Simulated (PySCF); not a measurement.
Compound: VCl₃ (triplet state).
Geometry (PBE0-D3(BJ)/def2-SVP, Å), atoms numbered from 1 in this order:
```
atom  x, y, z in Å
V1     0.0507   -0.0102   -0.0065
Cl2    2.1785   -0.2793    0.0602
Cl3   -0.8755    1.9331   -0.0935
Cl4   -1.3537   -1.6436    0.0397
```

Theory: PBE0-D3(BJ)/def2-SVP geometry optimisation, gas phase (PySCF 2.14.0).

Which atoms are bound to V1, and at what distances?

3 atoms: Cl2 2.146 Å, Cl3 2.155 Å, Cl4 2.155 Å.

List the angles at V1.

```json
{"angle": "Cl2–V1–Cl4", "degrees": "123.4", "distance of the outer atoms (Å)": "3.79"}
{"angle": "Cl2–V1–Cl3", "degrees": "122.7", "distance of the outer atoms (Å)": "3.77"}
{"angle": "Cl3–V1–Cl4", "degrees": "113.9", "distance of the outer atoms (Å)": "3.61"}
```

What is the shape at V1?

Planar: angles 123.4°, 122.7° and 113.9°, sum 360.0°, 0.01 Å off the plane of its three neighbours.

What are the rotational constants (commonest isotopes, rigid rotor)?

A = 2217, B = 1964, C = 1041 MHz: an asymmetric top.

Point group: near D3h, missed by 0.16 Å at most; the miss may be what the optimiser left on a soft mode (C2v holds within 0.08 Å). Charge 0, triplet. ⟨S²⟩ = 2.028 (exact for a triplet: 2.00). Whether it is a minimum is left open (no frequencies).

Neither the SCF state along the optimisation nor the shape of the open-shell metal species was proved the lowest: other solutions of the same spin, or a structure of lower symmetry, can lie below.
